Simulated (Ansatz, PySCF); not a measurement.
Here is a job for PySCF.
```python
from pyscf import gto, scf, dft

mol = gto.M(
    atom='''
F    -0.10508476    2.29887463    0.45842030
C     0.06611296    1.02363900    0.18498420
C     1.14126835    0.20846871   -0.15352017
F     2.41947565    0.44195125   -0.32546097
C     0.36797154   -0.94434736   -0.24337601
F     0.58664635   -2.21091063   -0.52319859
C    -0.89285418   -0.16309237    0.12010420
F    -1.50114293   -0.50648297    1.26906905
F    -1.85489344   -0.10654426   -0.81762460
''',
    basis='sto-3g',
    spin=1,
    verbose=4,
)

mf = dft.UKS(mol)
mf.xc = 'wb97x_v'
mf.grids.atom_grid = (99, 590)
mf.grids.prune = None
mf.kernel()
```

Problem. Convert this to an input for Ansatz (an electronic-structure program).

Solution. Several could match; the one computed here: 
Ansatz 0.2 input:
```yaml
crystal:
  periodic: [false, false, false]
  atoms:
    - {symbol: F, position_ang: [-0.10508476, 2.29887463, 0.45842030]}
    - {symbol: C, position_ang: [0.06611296, 1.02363900, 0.18498420]}
    - {symbol: C, position_ang: [1.14126835, 0.20846871, -0.15352017]}
    - {symbol: F, position_ang: [2.41947565, 0.44195125, -0.32546097]}
    - {symbol: C, position_ang: [0.36797154, -0.94434736, -0.24337601]}
    - {symbol: F, position_ang: [0.58664635, -2.21091063, -0.52319859]}
    - {symbol: C, position_ang: [-0.89285418, -0.16309237, 0.12010420]}
    - {symbol: F, position_ang: [-1.50114293, -0.50648297, 1.26906905]}
    - {symbol: F, position_ang: [-1.85489344, -0.10654426, -0.81762460]}
basis:
  gaussian:
    orbitals: STO-3G
hamiltonian:
  xc: {name: wB97X-V}
magnetization: {spin_polarized: true, initial_magnetization: 1}
accuracy: high
```

Both were run: PySCF gave -642.256730 Eh and Ansatz -642.256730 Eh, 0.000 mEh apart.
